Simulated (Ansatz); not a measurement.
Born–Oppenheimer molecular dynamics of Cl$_{4}$FHW (7 atoms, charge 0, multiplicity 1). It goes on from the last frame of an earlier run, with new velocities.

All numbers below come from RHF/def2-SVP in Ansatz.

```
ensemble        : NVT, Nosé–Hoover chain
time step       : 0.5 fs
steps asked     : 166
set temperature : 50 K
thermostat      : time constant 100 fs, chain length 3
seed            : 453084
```

First frame:

```xyz
7
Properties=species:S:1:pos:R:3
W -0.224 -0.035 -0.151
F -0.143 -0.710 1.513
H 1.393 0.401 0.123
Cl 0.169 2.293 -0.009
Cl -2.445 0.725 0.219
Cl 0.912 -2.238 -0.129
Cl -0.107 -0.231 -2.296
```

Problem. How far do the bonds stretch over the last three quarters of this one trajectory? (Pairs bonded in most of those frames.)

Solution. 
| bond | mean (Å) | spread (Å) | shortest | longest |
| --- | --- | --- | --- | --- |
| W1–F2 | 1.851 | 0.020 | 1.82 | 1.88 |
| W1–H3 | 1.650 | 0.034 | 1.59 | 1.70 |
| W1–Cl4 | 2.323 | 0.018 | 2.30 | 2.36 |
| W1–Cl5 | 2.319 | 0.021 | 2.29 | 2.36 |
| W1–Cl6 | 2.292 | 0.043 | 2.24 | 2.40 |
| W1–Cl7 | 2.311 | 0.033 | 2.25 | 2.35 |

Mean temperature of the second half: 298 K. The conserved energy stayed within 0.078 meV per atom of its start (net change -0.067 meV per atom), so the integration is sound. The mean temperature of the second half is 496 % above the set value. A run of 0.083 ps of so small a system gives no equilibrium averages.

The run took 3.1 min on 4 threads of Arm Neoverse V2 (shared host), peak memory 0.33 GiB.
